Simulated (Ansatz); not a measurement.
**One elementary step**

Start structure (BHBrClF₂, closed shell), relaxed at PBE0-D4/def2-TZVP:

B1  (-0.837, -0.761, 0.233)
Cl2  (-1.716, 0.466, -0.644)
F3  (-0.311, -1.779, -0.403)
F4  (-0.748, -0.705, 1.539)
H5  (1.483, 1.910, -0.723)
Br6  (2.128, 0.869, -0.002)
(Å)

The step: BClF₂ ([F][B]([F])[Cl]) + HBr → BBrF₂ ([F][B]([F])[Br]) + HCl; bonds formed: B1–Br6, Cl2–H5; bonds broken: B1–Cl2, H5–Br6. Program: Ansatz 0.2.0. Basis: def2-TZVPP and def2-QZVPP. Cores are frozen in the correlated methods. Filled d shells of the heavier atoms are correlated. The def2 sets are not built for correlating such inner shells, so the correlated values are less sure here. Extrapolation: Hartree–Fock as exp(−7.88 √X), correlation as X^−2.97. Energies below are by CCSD(T) at an estimated basis limit (MP2 extrapolated from triple and quadruple zeta, plus CCSD(T) − MP2 in triple zeta).

**Question.** What are the electronic barrier and the energy of the step, from the start structure to the end structure? (Judge from chemistry; the value comes from the calculation.)

**Answer.** By the calculation: Barrier 25.81 kcal/mol; step energy 2.46 kcal/mol (uphill); reverse barrier, their difference, 23.34 kcal/mol. Barrier and step energy count from the start structure, the reverse barrier from the end structure.

The saddle point: One imaginary mode of 712i cm⁻¹.
| pair | start (Å) | saddle (Å) | end (Å) |
| --- | --- | --- | --- |
| B1–Br6 | 3.39 | 2.20 | 1.91 |
| Cl2–H5 | 3.51 | 1.55 | 1.28 |
| B1–Cl2 | 1.75 | 2.00 | 3.25 |
| H5–Br6 | 1.42 | 1.71 | 3.38 |

Zero-point energy (harmonic, PBE0-D4): ZPE is 11.06 kcal/mol at the start and 10.01 kcal/mol at the saddle, so the barrier goes from 25.81 to 24.75 kcal/mol.

No T1 diagnostic of these runs exceeds 0.011.

Labels in which every atom is bracketed show which atoms are joined, not bond orders.

For scale, one of the runs: CCSD(T)/def2-TZVPP, 197 basis functions, launched by `ansatz run in.yaml --threads 4 --pin off --events-out ev --progress --plain --max-ram 9574MiB`. Hardware: 4 CPU threads of an Arm Neoverse V1, shared host. Wall time 110 s; peak host memory 2.6 GiB.
